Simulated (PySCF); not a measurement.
H5AlBNO4, SMILES OB(O)[NH][Al]([OH])[OH], B3LYP/def2-SVP optimised geometry.

```
12

B     -2.03    -0.86     0.00
O     -2.68     0.34    -0.01
O     -2.84    -1.98     0.00
N     -0.58    -0.96     0.00
Al     0.52     0.44     0.00
O      2.22     0.44     0.00
O     -0.34     1.92     0.00
H     -2.08     1.10    -0.01
H     -2.36    -2.81     0.00
H     -0.20    -1.91     0.01
H      2.84    -0.29    -0.01
H      0.02     2.81     0.00
```

Density from B3LYP/def2-TZVP (PySCF) at that geometry.

Minimum of the electron density along straight lines between bonded atoms, close to the bond critical point (lines longer than 1.1 times the sum of covalent radii, or with two minima, are not listed):

```
bond    length / Å  ρ at the minimum / e bohr⁻³  ∇²ρ there / e bohr⁻⁵  position (fraction from the first atom)
------  ----------  ---------------------------  --------------------  ---------------------------------------
B1–O2        1.362                        0.214                  0.85                                     0.33
B1–O3        1.376                        0.204                  0.82                                     0.33
B1–N4        1.457                        0.193                  0.31                                     0.33
N4–Al5       1.783                        0.103            (withheld)                                     0.58
Al5–O6       1.694                        0.109                  0.80                                     0.43
Al5–O7       1.710                        0.106            (withheld)                                     0.43
O2–H8        0.972                        0.346                 -2.35                                     0.81
O3–H9        0.962                        0.361                 -2.41                                     0.80
N4–H10       1.016                        0.330            (withheld)                                     0.73
O6–H11       0.959                        0.355                 -2.41                                     0.81
O7–H12       0.961                        0.355                 -2.40                                     0.81
```

Question: What belongs in the gaps?

Answer: 
- N4–Al5, ∇²ρ there / e bohr⁻⁵: 0.55
- Al5–O7, ∇²ρ there / e bohr⁻⁵: 0.75
- N4–H10, ∇²ρ there / e bohr⁻⁵: -1.50
